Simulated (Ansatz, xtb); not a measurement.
**Two isomers of BClH2IOSi**

We compare I, `ClBO[SiH]I`, a doublet, with II, `Cl[SiH]OBI`, a doublet. Both are isolated molecules in the gas phase, relaxed with r2SCAN-D4/def2-SVP; each stands in its lowest conformer found.

Question: Estimate E(II) − E(I) at the level CCSD(T)/def2-SVP + ΔMP2/def2-TZVPP.

Answer: Calculated at CCSD(T)/def2-SVP + ΔMP2/def2-TZVPP: E(II) − E(I) = +14.1 kJ/mol, so structure I lies lower.

The same difference at several levels:

| level | geometry | E(II) − E(I) (kJ/mol) | departure from the last row (kJ/mol) | job, with rough time for the two |
| --- | --- | --- | --- | --- |
| r2SCAN-D4/def2-SVP | r2SCAN-D4/def2-SVP | +23.2 | +9.1 | optimisation, 7 min |
| HF/def2-SVP | r2SCAN-D4/def2-SVP | +26.5 | +12.4 | part of the CCSD(T) run |
| MP2/def2-SVP | r2SCAN-D4/def2-SVP | +25.1 | +11.1 | part of the CCSD(T) run |
| CCSD(T)/def2-SVP | r2SCAN-D4/def2-SVP | +26.0 | +11.9 | single point |
| CCSD(T)/def2-SVP + ΔMP2/def2-TZVPP | r2SCAN-D4/def2-SVP | +14.1 |  | single point, 95 s |

As drawn, II has 1 Cl–Si, 1 B–I in place of 1 B–Cl, 1 I–Si.

The levels shown agree on the order. The largest departure from CCSD(T)/def2-SVP + ΔMP2/def2-TZVPP is that of HF/def2-SVP, 12.4 kJ/mol. Levels run at GFN2-xTB geometries aren't shown. The last row adds to CCSD(T) the change of the MP2 difference between the two basis sets, here −11.9 kJ/mol.

With harmonic frequencies from r2SCAN-D4/def2-SVP (ideal gas, rigid rotor, one conformer each, 400 K, 1 atm): on the last row, ΔE + ΔZPE = +13.8 kJ/mol. A mode under 50 cm⁻¹ makes harmonic enthalpies and free energies unreliable, so none is given.

Open shells are spin-unrestricted. The correlated steps freeze 16 core orbitals; the filled d shell of I is correlated, in a basis made for valence electrons. Atoms past krypton carry core potentials in the def2 sets and no spin–orbit term is included. Programs: Ansatz 0.2.0; the last row on 2 threads of Arm Neoverse V1 on a shared host.
